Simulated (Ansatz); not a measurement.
Sn3Pt2⁺. Total charge 1; doublet. Geometry B3LYP-D4/def2-SVP.

```xyz
5

Pt   -0.8975   -0.5268   -1.2859
Pt    1.3972    0.6015   -0.4692
Sn    0.6736   -2.1287    0.1471
Sn   -1.1750    1.8923   -0.2084
Sn    0.0018    0.1617    1.8165
```

In the def2 sets Pt, Sn take a core potential; there is no spin–orbit coupling. At r2SCANh-D4/def2-TZVP the charge 1 doublet is spin-contaminated (final ⟨S²⟩ up to 0.89, 0.75 for a pure state). No other spin state of charge 1 was run. Another isomer (doublet) lies 0.03 eV lower at r2SCAN-D4/def2-TZVP; other spin states weren't run for this one.

(1) Estimate the α-spin orbital energies around the gap (eV) in Ansatz with PBE-D4/def2-SVP, PBE-D4/def2-TZVP, r2SCANh-D4/def2-TZVP, PBE0-D4/def2-SVP, PBE0-D4/def2-TZVP.

Answers

(1) 
```json
{"orbital": "HOMO−13", "PBE-D4/def2-SVP": "-14.44", "PBE-D4/def2-TZVP": "-14.33", "r2SCANh-D4/def2-TZVP": "-15.04", "PBE0-D4/def2-SVP": "-15.58", "PBE0-D4/def2-TZVP": "-15.45"}
{"orbital": "HOMO−12", "PBE-D4/def2-SVP": "-12.84", "PBE-D4/def2-TZVP": "-12.71", "r2SCANh-D4/def2-TZVP": "-13.55", "PBE0-D4/def2-SVP": "-14.16", "PBE0-D4/def2-TZVP": "-14.02"}
{"orbital": "HOMO−11", "PBE-D4/def2-SVP": "-11.77", "PBE-D4/def2-TZVP": "-11.67", "r2SCANh-D4/def2-TZVP": "-12.42", "PBE0-D4/def2-SVP": "-13.01", "PBE0-D4/def2-TZVP": "-12.90"}
{"orbital": "HOMO−10", "PBE-D4/def2-SVP": "-11.76", "PBE-D4/def2-TZVP": "-11.66", "r2SCANh-D4/def2-TZVP": "-12.40", "PBE0-D4/def2-SVP": "-13.00", "PBE0-D4/def2-TZVP": "-12.90"}
{"orbital": "HOMO−9", "PBE-D4/def2-SVP": "-11.37", "PBE-D4/def2-TZVP": "-11.27", "r2SCANh-D4/def2-TZVP": "-11.89", "PBE0-D4/def2-SVP": "-12.38", "PBE0-D4/def2-TZVP": "-12.28"}
{"orbital": "HOMO−8", "PBE-D4/def2-SVP": "-11.13", "PBE-D4/def2-TZVP": "-11.03", "r2SCANh-D4/def2-TZVP": "-11.68", "PBE0-D4/def2-SVP": "-12.25", "PBE0-D4/def2-TZVP": "-12.15"}
{"orbital": "HOMO−7", "PBE-D4/def2-SVP": "-11.07", "PBE-D4/def2-TZVP": "-10.97", "r2SCANh-D4/def2-TZVP": "-11.64", "PBE0-D4/def2-SVP": "-12.19", "PBE0-D4/def2-TZVP": "-12.10"}
{"orbital": "HOMO−6", "PBE-D4/def2-SVP": "-11.00", "PBE-D4/def2-TZVP": "-10.92", "r2SCANh-D4/def2-TZVP": "-11.60", "PBE0-D4/def2-SVP": "-12.12", "PBE0-D4/def2-TZVP": "-12.02"}
{"orbital": "HOMO−5", "PBE-D4/def2-SVP": "-10.76", "PBE-D4/def2-TZVP": "-10.68", "r2SCANh-D4/def2-TZVP": "-11.30", "PBE0-D4/def2-SVP": "-11.79", "PBE0-D4/def2-TZVP": "-11.71"}
{"orbital": "HOMO−4", "PBE-D4/def2-SVP": "-10.52", "PBE-D4/def2-TZVP": "-10.44", "r2SCANh-D4/def2-TZVP": "-10.93", "PBE0-D4/def2-SVP": "-11.40", "PBE0-D4/def2-TZVP": "-11.31"}
{"orbital": "HOMO−3", "PBE-D4/def2-SVP": "-10.19", "PBE-D4/def2-TZVP": "-10.12", "r2SCANh-D4/def2-TZVP": "-10.80", "PBE0-D4/def2-SVP": "-11.36", "PBE0-D4/def2-TZVP": "-11.26"}
{"orbital": "HOMO−2", "PBE-D4/def2-SVP": "-10.12", "PBE-D4/def2-TZVP": "-10.04", "r2SCANh-D4/def2-TZVP": "-10.72", "PBE0-D4/def2-SVP": "-11.28", "PBE0-D4/def2-TZVP": "-11.18"}
{"orbital": "HOMO−1", "PBE-D4/def2-SVP": "-9.24", "PBE-D4/def2-TZVP": "-9.20", "r2SCANh-D4/def2-TZVP": "-9.77", "PBE0-D4/def2-SVP": "-10.02", "PBE0-D4/def2-TZVP": "-9.97"}
{"orbital": "HOMO", "PBE-D4/def2-SVP": "-9.07", "PBE-D4/def2-TZVP": "-9.00", "r2SCANh-D4/def2-TZVP": "-9.48", "PBE0-D4/def2-SVP": "-9.81", "PBE0-D4/def2-TZVP": "-9.72"}
{"orbital": "LUMO", "PBE-D4/def2-SVP": "-8.21", "PBE-D4/def2-TZVP": "-8.16", "r2SCANh-D4/def2-TZVP": "-7.91", "PBE0-D4/def2-SVP": "-7.64", "PBE0-D4/def2-TZVP": "-7.57"}
{"orbital": "LUMO+1", "PBE-D4/def2-SVP": "-7.79", "PBE-D4/def2-TZVP": "-7.76", "r2SCANh-D4/def2-TZVP": "-7.52", "PBE0-D4/def2-SVP": "-7.21", "PBE0-D4/def2-TZVP": "-7.17"}
{"orbital": "LUMO+2", "PBE-D4/def2-SVP": "-7.25", "PBE-D4/def2-TZVP": "-7.25", "r2SCANh-D4/def2-TZVP": "-7.00", "PBE0-D4/def2-SVP": "-6.71", "PBE0-D4/def2-TZVP": "-6.69"}
{"orbital": "LUMO+3", "PBE-D4/def2-SVP": "-6.85", "PBE-D4/def2-TZVP": "-6.85", "r2SCANh-D4/def2-TZVP": "-6.52", "PBE0-D4/def2-SVP": "-6.17", "PBE0-D4/def2-TZVP": "-6.15"}
{"orbital": "LUMO+4", "PBE-D4/def2-SVP": "-6.36", "PBE-D4/def2-TZVP": "-6.40", "r2SCANh-D4/def2-TZVP": "-5.97", "PBE0-D4/def2-SVP": "-5.58", "PBE0-D4/def2-TZVP": "-5.61"}
{"orbital": "LUMO+5", "PBE-D4/def2-SVP": "-5.60", "PBE-D4/def2-TZVP": "-5.62", "r2SCANh-D4/def2-TZVP": "-5.17", "PBE0-D4/def2-SVP": "-4.87", "PBE0-D4/def2-TZVP": "-4.87"}
{"orbital": "β HOMO", "PBE-D4/def2-SVP": "-9.03", "PBE-D4/def2-TZVP": "-8.96", "r2SCANh-D4/def2-TZVP": "-9.43", "PBE0-D4/def2-SVP": "-9.75", "PBE0-D4/def2-TZVP": "-9.67"}
{"orbital": "β LUMO", "PBE-D4/def2-SVP": "-8.59", "PBE-D4/def2-TZVP": "-8.52", "r2SCANh-D4/def2-TZVP": "-8.04", "PBE0-D4/def2-SVP": "-7.76", "PBE0-D4/def2-TZVP": "-7.67"}
```
